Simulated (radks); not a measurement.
Question: Excited configurations of N IV: one electron is placed in a higher orbital outside [He] 2s1. The ground configuration is [He] 2s2. All-electron calculation, non-relativistic Kohn-Sham, PBE, spin-unpolarised, spherical densities, point nucleus. Program: a radial shooting solver on a logarithmic mesh with Libxc functionals. Excitation = E - E(ground); binding = E(ion) - E, where the ion is the core of charge +4; n* = 4/sqrt(2 binding) in atomic units, and the quantum defect is n - n*.

outer orbital  excitation (eV)  binding (eV)     n*  quantum defect  eigenvalue (eV)  <r> (bohr)
3s                      47.478        30.291  2.681           0.319          -26.815       2.724
4d                      63.288        14.481  3.877           0.123          -12.628       4.966
5s                      67.541        10.228  4.613           0.387           -9.176       8.107
5d                      68.452         9.317  4.834           0.166           -8.267       8.161
6s                      70.773         6.996  5.578           0.422           -6.310       11.88
6d                      71.284         6.485  5.794           0.206           -5.810       12.08
6f                      71.455         6.314  5.872           0.128           -5.597       11.66
7s                      72.683         5.086  6.542           0.458           -4.607       16.38
7p                      72.863         4.906  6.661           0.339           -4.437       16.75
7f                      73.093         4.676  6.823           0.177           -4.187       16.34

Estimate the row for 5f.

Answer: excitation (eV) 68.808; binding (eV) 8.961; n* 4.929; quantum defect 0.071; eigenvalue (eV) -7.825; <r> (bohr) 7.715. The Delta-SCF ionisation energy is 77.769 eV (NIST Atomic Spectra Database: 77.474 eV, measured). Self-interaction in the functional shifts the binding energies and quantum defects, so they are the method's values and not measured ones. Spin polarisation and multiplet splitting are left out, so open shells lie too high by an amount that depends on their filling.

Beside tabulated values, note that spin-unpolarised runs miss the spin-polarisation part of the exchange energy of open shells.
